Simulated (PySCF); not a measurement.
Simulated characterisation data

No solvent model, one computed conformer, averaged over atoms made equivalent by symmetry, fast rotation or ring inversion, relativity neglected. Spin–spin couplings from B3LYP/pcJ-1 (spin–dipole term left out of most H,H and C,H couplings); geometry from GFN2-xTB; NMR shieldings at PBE0/pcSseg-1/GIAO; PySCF 2.14.

Referencing at the same level of theory: 1H and 13C against TMS. Multiplet labels drop J under 1 Hz and among equivalent protons, and merge close values. Unscaled 3J(H,H) run several per cent high. Where no couplings were computed, multiplicities follow the n + 1 count of equivalent neighbours, and m marks all less simple cases (inequivalent or close neighbours, rings, F or P nearby). Shifts are as computed. Against solution values, carbons near 30 ppm lie about +3 ppm off and those near 130 ppm about +5 ppm. Of 1211 compounds with measured shifts, 218 miss one by over three times the rms of a fit or turn the order of signals round; such compounds aren't used in these exercises.

Compound 1 (C₆H₃N). 1H NMR (400 MHz, computed): δ 2.25 (s, 3H). 13C{1H} NMR (computed): δ 112.6 (C), 85.4 (C), 72.1 (C), 72.0 (C), 55.0 (C), 5.3 (CH3). Structure: `InChI=1S/C6H3N/c1-2-3-4-5-6-7/h1H3`.

Compound 2 (C₈H₈O₂). 1H NMR (400 MHz, computed): δ 2.52 (s, 3H), 1.97 (m, 1H), 1.70 (m, 2H), 1.24 (m, 2H). 13C{1H} NMR (computed): δ 212.4 (C), 208.2 (C), 204.9 (C), 202.5 (C), 14.4 (CH), 13.1 (CH3), 12.8 (CH2). Structure: SMILES Cc1c(C2CC2)c(=O)c1=O.
